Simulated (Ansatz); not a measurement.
Relaxation of CH7AsGaN (11 atoms, charge 0, multiplicity 1), to a largest force component of 0.015 eV/Å in at most 40 steps.

Theory: RKS BLYP-D4/def2-mTZVP in Ansatz.

```xyz
11
Properties=species:S:1:pos:R:3:forces:R:3
Ga -0.845 1.196 -0.353 32.10 -3.80 31.30
C -0.652 -0.669 0.276 0.03 0.15 -0.50
N 0.630 -0.845 0.870 3.11 0.63 2.18
As 2.069 -0.350 -0.399 -0.99 -0.95 0.72
H -1.461 1.192 -1.006 -34.30 0.55 -37.92
H -0.798 2.036 0.649 1.14 4.49 5.36
H -0.816 -1.484 -0.443 -0.27 0.10 -0.04
H -1.397 -0.678 1.054 -0.82 -0.54 0.63
H 0.746 -0.138 1.706 -0.14 -1.48 -1.62
H 1.232 0.928 -0.829 -0.21 0.36 -0.41
H 1.360 -1.244 -1.505 0.35 0.50 0.30
```

Problem. Where does it end, and by what steps?

Solution. The run converged. After 12 steps the energy has fallen by 11.759 eV; H5 moved furthest, 0.79 Å. The start is strongly strained (largest force component 38 eV/Å).

| step | energy less start (eV) | largest force component (eV/Å) | accepted |
| --- | --- | --- | --- |
| 0 | 0.0000 | 37.919 | yes |
| 1 | -8.2262 | 12.299 | yes |
| 2 | -10.6086 | 5.161 | yes |
| 3 | -11.4482 | 1.584 | yes |
| 4 | -11.7069 | 0.743 | yes |
| 5 | -11.7428 | 0.233 | yes |
| 6 | -11.7480 | 0.180 | yes |
| 7 | -11.7387 | 0.273 | no |
| 8 | -11.7572 | 0.045 | yes |
| 9 | -11.7579 | 0.051 | yes |
| 10 | -11.7577 | 0.125 | no |
| 11 | -11.7585 | 0.023 | yes |
| 12 | -11.7588 | 0.011 | yes |

```xyz
11
Properties=species:S:1:pos:R:3
Ga -1.015 1.180 -0.282
C -0.677 -0.729 0.390
N 0.707 -0.879 0.906
As 2.046 -0.299 -0.285
H -1.878 1.551 -1.567
H -0.501 2.337 0.690
H -0.817 -1.452 -0.425
H -1.390 -1.007 1.182
H 0.823 -0.380 1.794
H 1.180 0.867 -0.963
H 1.587 -1.246 -1.419
```

Time of the run: 50 s on 2 threads of Intel(R) Xeon(R) Platinum 8488C (Sapphire Rapids), on a shared host, peak memory 0.21 GiB.
